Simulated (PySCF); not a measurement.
Compound: C₄H₁₁Si (doublet state).
Geometry (GFN2-xTB, Å), atoms numbered from 1 in this order:
```xyz
16
C4H11Si angstrom
C      2.277   -0.642    0.260
Si     1.047    0.759   -0.086
C     -0.694    0.179    0.172
C     -1.062   -1.158    0.709
C     -1.835    1.089   -0.116
H      3.292   -0.304    0.075
H      2.099   -1.503   -0.378
H      2.229   -0.975    1.292
H      1.230    1.226   -1.473
H      1.371    1.896    0.800
H     -1.771   -1.661    0.045
H     -0.193   -1.796    0.838
H     -1.564   -1.061    1.677
H     -2.537    0.627   -0.816
H     -1.494    2.031   -0.537
H     -2.401    1.303    0.795
```

The hyperfine couplings belong to this conformer and change with its torsions.

The species is `C[SiH2][C](C)C` [radical].

Computed, not measured: PySCF 2.14.0, UKS B3LYP, pcH-1 on C H Si, non-relativistic, mean-field spin-orbit, GIAO. One conformer (not necessarily the lowest) at the GFN2-xTB geometry, without solvent, vibrations or thermal averaging. The geometry wasn't refined by DFT: couplings that depend on bond lengths, twists or pyramidal angles can differ widely from those at the functional's own minimum. Stability of the SCF solution: not tested.

Question: Where do the isotropic ENDOR lines of C3, C4/C5, C1, H11 (×6), H9/H10, H6/H7/H8 and Si2 fall at 3361.3 mT, to first order?

Answer: For S = 1/2 in fast tumbling each set of equivalent nuclei gives two lines, ν± = |νn ± a/2| to first order, with νn = g_N μN B/h and μN/h = 7.62259 MHz/T.

```json
{"nuclei": "C3", "isotope": "13C", "g_N": "1.4048", "νn (MHz)": "35.99", "a_iso (MHz)": "82.07", "lower line (MHz)": "5.04", "upper line (MHz)": "77.03"}
{"nuclei": "C4/C5", "isotope": "13C", "g_N": "1.4048", "νn (MHz)": "35.99", "a_iso (MHz)": "-30.60", "lower line (MHz)": "20.69", "upper line (MHz)": "51.29"}
{"nuclei": "C1", "isotope": "13C", "g_N": "1.4048", "νn (MHz)": "35.99", "a_iso (MHz)": "-0.90", "lower line (MHz)": "35.54", "upper line (MHz)": "36.45"}
{"nuclei": "H11 (×6)", "isotope": "1H", "g_N": "5.5857", "νn (MHz)": "143.12", "a_iso (MHz)": "67.55", "lower line (MHz)": "109.34", "upper line (MHz)": "176.89"}
{"nuclei": "H9/H10", "isotope": "1H", "g_N": "5.5857", "νn (MHz)": "143.12", "a_iso (MHz)": "59.58", "lower line (MHz)": "113.33", "upper line (MHz)": "172.91"}
{"nuclei": "H6/H7/H8", "isotope": "1H", "g_N": "5.5857", "νn (MHz)": "143.12", "a_iso (MHz)": "-0.71", "lower line (MHz)": "142.76", "upper line (MHz)": "143.47"}
{"nuclei": "Si2", "isotope": "29Si", "g_N": "-1.1106", "νn (MHz)": "28.46", "a_iso (MHz)": "48.90", "lower line (MHz)": "4.01", "upper line (MHz)": "52.91"}
```

The rows for 13C and 29Si, of low natural abundance, apply to labelled samples.

Question: Which pairs are centred on the nuclear Larmor frequency, and which on half the coupling?

Answer: Centred on νn, since |a| < 2νn: C4/C5, C1, H11 (×6), H9/H10, H6/H7/H8 and Si2. Centred on |a|/2 and split by 2νn: C3.

Question: At what field would the lower line of Si2 fall to zero frequency?

Answer: Where νn = |a|/2, that is B = 24.45 MHz/(1.1106 × 7.62259 MHz/T) = 2890 mT, as far as first order holds there.

Means are taken over nuclei equivalent by connectivity, which assumes that they swap fast. The six 1H nuclei of mean +67.5 MHz run from 2.5 to 112.8 MHz in the frozen geometry. The 1H value of +59.6 MHz is a mean of couplings from 53.1 to 66.0 MHz in this one geometry, not an average over conformers.
